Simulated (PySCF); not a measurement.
C2H4NO, SMILES C([N]C)=O (connectivity only; charge and spin as stated), charge -1, multiplicity 1. Heavy atoms are numbered as in [CH3:1][N:2][CH:3]=[O:4]. Hydrogens are named by the atom that carries them.

Geometry optimised at B3LYP-D3(BJ)/def2-SVPD. The geometry has at least one imaginary mode, so it is a saddle point at that level. The spin state was assumed, not searched. The isomer is the one that the SMILES or the coordinates give; other isomers of the formula were not compared. Other conformers were not sampled.

The numbers are results of PBE/pcSseg-1 run with PySCF, not measurements.

GIAO shieldings, no solvent; atoms alike by connectivity are averaged. δ = σ(ref) − σ: ¹³C against TMS (σ = 182.0 ppm); ¹⁵N against NH3 (σ = 267.0 ppm); ¹⁷O against H2O (σ = 334.3 ppm); ¹H against TMS (σ = 31.49 ppm), references at their B3LYP-D3(BJ)/def2-TZVP geometries, non-relativistic.

Computed chemical shifts:
```csv
nucleus,atoms,count,δ (ppm)
¹³C,C3 (CH),1,166.0
¹³C,C1 (CH3),1,35.5
¹⁵N,N2,1,197.1
¹⁷O,O4,1,339.2
¹H,H on C3,1,8.60
¹H,H on C1,3,3.25
```
